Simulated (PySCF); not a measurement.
C₃H₉NSi₂, SMILES CC1=C[SiH2]N[SiH2]1.

Geometry optimised at B3LYP-D3(BJ)/def2-SVP. The structure was generated by enumeration, and PubChem lists no compound with its InChIKey, so it may never have been made.

These are PBE0/def2-TZVP in PySCF values and carry that method's errors.

Gas-phase values at a fixed geometry.

```json
{
  "total_energy": "-753.14162 hartree",
  "point_group": "Cs",
  "highest_occupied_level": "-7.29 eV",
  "lowest_empty_level": "-0.50 eV",
  "orbital_gap": "6.79 eV",
  "dipole_moment": "0.38 D",
  "quadrupole, principal values (traceless, Buckingham form, about the centre of nuclear charge)": "-5.97, -2.60, 8.57 D·Å",
  "mean_static_polarisability": "91.5 bohr³ (13.56 Å³)",
  "polarisability_principal_values": "71.1, 89.9, 113.6 bohr³"
}
```
